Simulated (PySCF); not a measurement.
Computed IR spectrum (relative IR intensity) of a molecule C4H8O2. Coordinates come from a PBE0-D3(BJ)/def2-SVP optimisation. Other conformers were not sampled. All values below come from PySCF 2.14.0 with PBE0-D3(BJ)/def2-SVP. Harmonic, unscaled wavenumbers; measured fundamentals usually lie a few per cent lower.

| ν (cm⁻¹) | relative intensity |
|---|---|
| 73 | 3.0 |
| 231 | 2.9 |
| 314 | 100 |
| 378 | 7.9 |
| 495 | 15 |
| 808 | 2.8 |
| 876 | 6.0 |
| 920 | 6.0 |
| 1012 | 23 |
| 1074 | 19 |
| 1106 | 35 |
| 1108 | 95 |
| 1154 | 44 |
| 1246 | 4.8 |
| 1265 | 16 |
| 1344 | 6.1 |
| 1384 | 7.0 |
| 1401 | 6.8 |
| 1427 | 31 |
| 1487 | 2.4 |
| 3001 | 46 |
| 3026 | 99 |
| 3041 | 17 |
| 3077 | 13 |
| 3085 | 20 |
| 3099 | 13 |
| 3107 | 53 |
| 3879 | 28 |

Question: Pick the molecule that these values belong to.
A. C[C@H]1O[C@@H](C)O1
B. OCC1COC1
C. C=COCCO
D. CO/C=C/OC

Answer: B, OCC1COC1
